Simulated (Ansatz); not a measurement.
```yaml
crystal:
  periodic: [false, false, false]
  atoms:
    - {symbol: C, position_ang: [-0.758415, 0.868905, -1.059417]}
    - {symbol: C, position_ang: [0.352424, 0.335856, -0.167074]}
    - {symbol: C, position_ang: [0.284950, 0.924920, 1.233950]}
    - {symbol: Sn, position_ang: [0.307577, -1.824860, -0.093626]}
    - {symbol: H, position_ang: [-0.690977, 0.484548, -2.080279]}
    - {symbol: H, position_ang: [-0.718394, 1.963229, -1.115724]}
    - {symbol: H, position_ang: [-1.746498, 0.603984, -0.670211]}
    - {symbol: H, position_ang: [1.320161, 0.587355, -0.613485]}
    - {symbol: H, position_ang: [0.333709, 2.019693, 1.196490]}
    - {symbol: H, position_ang: [-0.652869, 0.662778, 1.733685]}
    - {symbol: H, position_ang: [1.105463, 0.580941, 1.868694]}
    - {symbol: H, position_ang: [-1.174116, -2.327489, 0.602653]}
    - {symbol: H, position_ang: [1.595790, -2.423586, 0.861023]}
    - {symbol: H, position_ang: [0.428293, -2.485275, -1.667980]}
basis:
  gaussian: {orbitals: def2-SVP, fitting: {mean_field: def2-universal-jkfit}}
hamiltonian: {xc: {name: SPW92}}
output: {forces: true}
```

```sh
$ ansatz run in.yaml --threads 4 --pin off --events-out ev --progress --plain --max-ram 10444MiB
```

Shortened log:

```
Functional definition: SPW92
623 factors; integrals over basis functions are off by at most 3.6e-1 eV
mean field evaluation 1: about -9047.1003 eV, gradient 7.3e1 eV
mean field evaluation 2: about -9008.9579 eV, gradient 1.4e2 eV
mean field evaluation 4: about -9060.8742 eV, gradient 1.2e1 eV
mean field evaluation 8: about -9061.2402 eV, gradient 2.4e-1 eV
mean field evaluation 16: about -9061.2405 eV, gradient 5.7e-5 eV
mean field -9061.24045409 eV, -332.9944447586 hartree, gradient 5.7e-5 eV, S^2 0.000000; 0 other end points of the search recorded, 0 dependent functions left out
reference -9061.24049424 eV, -332.9944462341 hartree; 25, 25 occupied and 93, 93 virtual orbitals, 623 factors
Total energy: -9061.24049424 eV, -332.9944462341 hartree
Atom 0 at    -0.758415     0.868905    -1.059417 Å, force     0.618765    -0.363801     0.463380 eV/Å
Atom 1 at     0.352424     0.335856    -0.167074 Å, force    -0.671027     0.116036     0.302537 eV/Å
Atom 2 at     0.284950     0.924920     1.233950 Å, force     0.064619    -0.393496    -0.755683 eV/Å
Atom 3 at     0.307577    -1.824860    -0.093626 Å, force     0.016462     0.165224    -0.011596 eV/Å
Atom 4 at    -0.690977     0.484548    -2.080279 Å, force     0.023524    -0.213030    -0.582165 eV/Å
Atom 5 at    -0.718394     1.963229    -1.115724 Å, force     0.024639     0.605318    -0.019174 eV/Å
Atom 6 at    -1.746498     0.603984    -0.670211 Å, force    -0.562632    -0.147774     0.226184 eV/Å
Atom 7 at     1.320161     0.587355    -0.613485 Å, force     0.560635     0.090031    -0.257278 eV/Å
Atom 8 at     0.333709     2.019693     1.196490 Å, force     0.019603     0.605156    -0.030451 eV/Å
Atom 9 at    -0.652869     0.662778     1.733685 Å, force    -0.537563    -0.146516     0.281447 eV/Å
Atom 10 at     1.105463     0.580941     1.868694 Å, force     0.458002    -0.189741     0.372772 eV/Å
Atom 11 at    -1.174116    -2.327489     0.602653 Å, force    -0.118918    -0.026893     0.055477 eV/Å
Atom 12 at     1.595790    -2.423586     0.861023 Å, force     0.098719    -0.047847     0.079085 eV/Å
Atom 13 at     0.428293    -2.485275    -1.667980 Å, force     0.005172    -0.052667    -0.124535 eV/Å
Dipole moment:     0.013391     0.215047    -0.011370 e Å
```

Run time 0.6 s (4 threads of an Arm Neoverse V2 on a shared host); peak host memory 0.13 GiB.
